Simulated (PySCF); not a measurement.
Radial density of Pt⁺ (platinum, charge +1)

BP86, [Xe] 4f14 5d9, 2D determinant. Calculation: PySCF 2.14, in def2-SVP with the def2 core potential (60 electrons); scalar relativity through the core potential. This is the valence pseudo-density: the core potential removes the inner electrons and smooths the orbitals near the nucleus.

```csv
r (bohr),4πr²ρ (e/bohr),4πr²(ρα − ρβ)
0.111,2.111e-05,0.0000
0.187,0.0002484,0.0000
0.315,0.01967,0.0007
0.530,1.892,0.0387
0.891,14.64,0.4570
1.50,9.267,0.6389
2.52,1.712,0.1914
4.24,0.1108,0.0123
7.13,0.0003550,0.0001
```

Energies and moments cover only the electrons outside the core potential. Spin-orbit coupling, absent here, splits the open shell strongly. ⟨S²⟩ = 1.01 against 0.75 shows spin contamination.
